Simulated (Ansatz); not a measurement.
Wavefunction ladder for `B[SiH](B)F`

```xyz
9

B     1.068   -1.297    0.087
Si    0.343    0.548    0.353
B    -1.490    0.644   -0.443
F     0.392    1.032    1.890
H     1.365   -2.023    0.988
H     1.189   -1.702   -1.032
H     1.215    1.485   -0.424
H    -2.471    0.889    0.193
H    -1.611    0.424   -1.612
```

The species carries charge 0 and has multiplicity 1. The geometry is a stationary point of PBE0-D4/def2-TZVP. Frozen core, restricted reference, Ansatz. CBS rows extrapolate triple and quadruple zeta; past MP2 they add the triple-zeta difference.

| basis | HF (Eh) | MP2 corr. |
| --- | --- | --- |
| def2-SVP | -440.42389 | -0.43921 |
| def2-TZVPP | -440.71801 | -0.56414 |
| def2-QZVPP | -440.73442 | -0.61066 |

Task: Estimate the CCSD correlation energy and the (T) correction in each basis where they were run (hartree).

Result: 
| basis | CCSD corr. | (T) |
| --- | --- | --- |
| def2-SVP | -0.49224 | -0.01018 |
| def2-TZVPP | -0.61322 | -0.01873 |
| CBS(def2) | -0.69419 | as TZ |
